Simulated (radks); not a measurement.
Excited configurations of neutral osmium: one electron is placed in a higher orbital outside [Xe] 4f14 5d6 6s1. The ground configuration is [Xe] 4f14 5d6 6s2. Calculated with a radial shooting solver on a logarithmic mesh with Libxc functionals: scalar-relativistic Kohn-Sham, SCAN, spin-unpolarised, spherical densities, finite nucleus; meta-GGA in the generalised Kohn-Sham scheme; Fermi nuclear charge, rms radius 5.4126 fm. Excitation = E - E(ground); binding = E(ion) - E, where the ion is the core of charge +1; n* = 1/sqrt(2 binding) in atomic units, and the quantum defect is n - n*.

| outer orbital | excitation (eV) | binding (eV) | n* | quantum defect | eigenvalue (eV) | <r> (bohr) |
|---|---|---|---|---|---|---|
| 5f | 9.266 | 0.849 | 4.003 | 0.997 | -0.387 | 18.36 |
| 6p | 5.757 | 4.359 | 1.767 | 4.233 | -2.045 | 4.312 |
| 6d | 8.650 | 1.465 | 3.048 | 2.952 | -0.646 | 10.84 |
| 7s | 7.564 | 2.551 | 2.309 | 4.691 | -1.512 | 8.308 |
| 7p | 8.403 | 1.713 | 2.819 | 4.181 | -0.979 | 11.36 |
| 7d | 9.226 | 0.890 | 3.911 | 3.089 | -0.491 | 20.89 |
| 7f | 9.700 | 0.415 | 5.725 | 1.275 | -0.252 | 47.01 |

Estimate the row for 6f.

Answer. excitation (eV) 9.536; binding (eV) 0.580; n* 4.845; quantum defect 1.155; eigenvalue (eV) -0.325; <r> (bohr) 31.24. The Delta-SCF ionisation energy is 10.115 eV (NIST Atomic Spectra Database: 8.438 eV, measured). Self-interaction in the functional shifts the binding energies and quantum defects, so they are the method's values and not measured ones. Spin polarisation and multiplet splitting are left out, so open shells lie too high by an amount that depends on their filling. Spin-orbit splitting is averaged out at the scalar-relativistic level.

Beside tabulated values, note that spin-unpolarised runs miss the spin-polarisation part of the exchange energy of open shells.
